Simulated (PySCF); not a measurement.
**r²SCAN beside CCSD(T) along the second period: bonds to Y**

r²SCAN and CCSD(T) in PySCF with def2-TZVPP on every atom (core potentials on Y), for the lowest determinant that a PBE0 search found; no spin–orbit coupling.

| molecule | state (unpaired electrons) | r²SCAN Re (Å) | r²SCAN ωe (cm⁻¹) | r²SCAN De (eV) | CCSD(T) Re (Å) | CCSD(T) ωe (cm⁻¹) | CCSD(T) De (eV) |
| --- | --- | --- | --- | --- | --- | --- | --- |
| YB | quintet (σ ↑↑, π ↑↑) | 2.229 | 580 | 2.73 | 2.231 | 589 | 2.00 |
| YC | quartet (σ ↑↑, π ↑) | 2.011 | 725 | 3.76 | 2.036 | 696 | 3.22 |
| YO | doublet (σ ↑) | 1.794 | 881 | 7.45 | ? | ? | ? |
| YF | singlet (closed shell) | 1.926 | 642 | 6.77 | 1.944 | 627 | 6.96 |

**Question.** Estimate the CCSD(T) values of YO by adding the mean shift from r²SCAN to CCSD(T) of the other rows, and compare with the calculation.

**Answer.** The mean shifts are +1.5 pm, -12 cm⁻¹ and -0.36 eV, which give 1.809 Å, 869 cm⁻¹ and 7.09 eV. CCSD(T)/def2-TZVPP gives Re = 1.808 Å, ωe = 851 cm⁻¹, De = 6.97 eV.

**Question.** What are the mean differences of r²SCAN from CCSD(T) over the whole series?

**Answer.** Re -1.5 pm, ωe +16 cm⁻¹, De +0.39 eV.

In a basis of this size CCSD(T) is itself not converged; it tends to give bonds that are too long and too weak.

Correlated steps freeze 1 core orbital. UHF and ROHF references stand side by side, which adds small steps between rows. The metal atom is held in its measured ground configuration; semilocal functionals can put another filling of s and d lower by some tenths of an eV, and De to that atom would be smaller. These are scalar-relativistic numbers at best; spin–orbit coupling would shift them, the dissociation energy most. Where the molecule has an RHF reference, its open-shell atoms are computed with UHF. The CCSD T1 diagnostic is raised in YB, YC, a sign that a single reference may not be enough there. With d or f electrons several states lie close, and the lowest PBE0 determinant need not be the measured ground state.
